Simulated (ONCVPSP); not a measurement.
Ru (Z = 44): one change to an ONCV potential, before and after

ONCVPSP 4.0.1 input, shortened (lines: element, Z, core and valence counts, functional; n l f; lmax; l rc ep ncon nbas qcut; lloc lpopt rc5 dvloc0; l nproj debl; icmod fcfact rcfact), PBE, scalar-relativistic:

```
  Ru 44.00    6    4        4      upf
    1    0    2.00
    2    0    2.00
    2    1    6.00
    3    0    2.00
    3    1    6.00
    3    2   10.00
    4    0    2.00
    4    1    6.00
    4    2    7.00
    5    0    1.00
    2
    0    1.60    0.00    3    8    8.20
    1    1.85    0.00    3    6    7.70
    2    1.85    0.00    4    8    8.90
    4    5    1.50    0.00
    0    2    3.60
    1    3    2.90
    2    2    2.40
    0    0.00    0.00
```

All-electron outer shells of the reference configuration (PBE, scalar-relativistic, ld1.x):

```json
{"shell": "3d", "level (eV)": "-273.12", "outermost node (bohr)": "–", "outermost maximum (bohr)": "0.30"}
{"shell": "4s", "level (eV)": "-76.37", "outermost node (bohr)": "0.48", "outermost maximum (bohr)": "0.92"}
{"shell": "4p", "level (eV)": "-46.42", "outermost node (bohr)": "0.49", "outermost maximum (bohr)": "0.98"}
{"shell": "4d", "level (eV)": "-5.20", "outermost node (bohr)": "0.48", "outermost maximum (bohr)": "1.21"}
{"shell": "5s", "level (eV)": "-4.24", "outermost node (bohr)": "1.24", "outermost maximum (bohr)": "2.73"}
```

Change: d: rc 2.46.

Cutoffs: the cutoffs (Ha) at which the residual kinetic energy of the hardest occupied pseudo-wave falls to 1 and 0.1 mHa per electron; they do not see the model core or the augmentation charge, which bear on the density cutoff. Errors are all-electron minus pseudo energies relative to the spin-unpolarised reference configuration.

Q: What does the change do?

A: The potential gets neither clearly harder nor softer (24 Ha and 29 Ha → 22 Ha and 26 Ha); the s channel sets the loose cutoff, while the largest relative change is in d, which becomes softer; of the 4 tests that both files solve, the error grows in 2 and shrinks in 2 by more than 15 % and 0.3 meV (median size 0.8 → 3.1 meV); neither file shows a bound ghost.

| quantity | base | changed |
| --- | --- | --- |
| cutoff, loose | 24 Ha | 22 Ha |
| cutoff, tight | 29 Ha | 26 Ha |
| loose cutoff by channel | s 22 Ha, p 15 Ha, d 24 Ha | s 22 Ha, p 15 Ha, d 19 Ha |
| bound ghosts | none | none |
| GHOST(+) flags under 300 eV | none | none |
| error for 4s2 4p6 4d7 5s0, meV [ΔE 7.29 eV] | -1.6 | -0.7 |
| error for 4s2 4p6 4d6 5s0, meV [ΔE 25.48 eV] | -2.1 | -0.5 |
| error for 4s2 4p6 4d5 5s0, meV [ΔE 56.10 eV] | -0.1 | +32 |
| error for 4s2 4p6 4d6 5s1, meV [ΔE 10.11 eV] | -0.1 | +5.6 |
| s: phases at 1.62 bohr within 0.05 rad from the reference energy up to (Ha; the scan ends near 5) | to the end of the scan | to the end of the scan |
| p: phases at 1.88 bohr within 0.05 rad from the reference energy up to (Ha; the scan ends near 5) | to the end of the scan | to the end of the scan |
